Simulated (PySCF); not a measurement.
Electron correlation in Pb (lead, neutral)

[Xe] 4f14 5d10 6s2 6p2, high-spin 3P determinant. Computed with PySCF 2.14 in def2-QZVPPD with the def2 core potential (60 electrons) (8s6p5d4f1g, 88 functions), with scalar relativity through the core potential. Frozen: 5s2 5p6 5d10; 4 electrons correlated.

```json
{"level": "CCSD", "correlation energy (mhartree)": "-49.16"}
{"level": "(T)", "correlation energy (mhartree)": "-1.26"}
{"level": "CCSD(T)", "correlation energy (mhartree)": "-50.42"}
```

Diagnostics: T1 = 0.0078, D1 = 0.0197, largest double amplitude 0.058.

Spin-orbit coupling is strong in this species (close to jj coupling), so the high-spin LS determinant is a model state, not a physical level.

Cost of the coupled-cluster step: of the order of 18 core-seconds, for 4 correlated electrons.

Spin-orbit coupling is strong in this species, so the high-spin LS determinant is a model state.
